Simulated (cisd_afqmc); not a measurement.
Input (AFQMC/CISD/cc-pVDZ; cisd_afqmc is a phaseless AFQMC code with CISD trial states that reads the integrals written by Ansatz):

Ansatz 0.2 input:
```python
import cisd_afqmc

open("ham.yaml", "w").write("""\
crystal:
  periodic: [false, false, false]
  atoms:
    - {symbol: Ga, position_ang: [-0.00000000, -0.00000000, -1.21393053]}
    - {symbol: As, position_ang: [0.00000000, 0.00000000, 1.14035899]}
basis:
  gaussian:
    orbitals: cc-pVDZ
magnetization: {spin_polarized: true, initial_magnetization: 2}
correlation: {method: ccsd, electrons: outside_noble_gas, hamiltonian_folder: ham}
""")
rep = cisd_afqmc.ansatz("ham.yaml")
e_ccsd = rep["correlation"]["coupled_cluster"]["energy"]["hartree"]
out = cisd_afqmc.run("ham", e_ccsd, trial="CISD", walkers=200, populations=8, threads=8, dt=0.005, steps=40, early=24, settle=10, least=32,
    cut=5e-5, rank_cut=2e-4, target=0.0004, seconds=1500, seed=1, memory=17280, gpu=False)
```

Output:

```
orbitals 26, occupied [5, 3], factors 126 of 650, rank of the doubles 100 of 174
E(HF) = -4157.380107
E(CCSD) on the cut factors = -4157.513004, shift to the whole factors 0.000000
Energy of the trial state on the determinant = -4157.512948
  tau behind 7.2 of longer steps, mean of the populations' last blocks
   2.0  -4157.51700
   4.0  -4157.51679
   6.0  -4157.51701
   8.0  -4157.51716
blocks 288 (2 outliers left out), error by blocks joined: 1: 0.00007, 2: 0.00009, 4: 0.00011, 8: 0.00015, 16: 0.00016
E(AFQMC/CISD) = -4157.51690 +/- 0.00016
```

The run carries these doubts: other determinant than ccsd t, other ccsd than ccsd t.
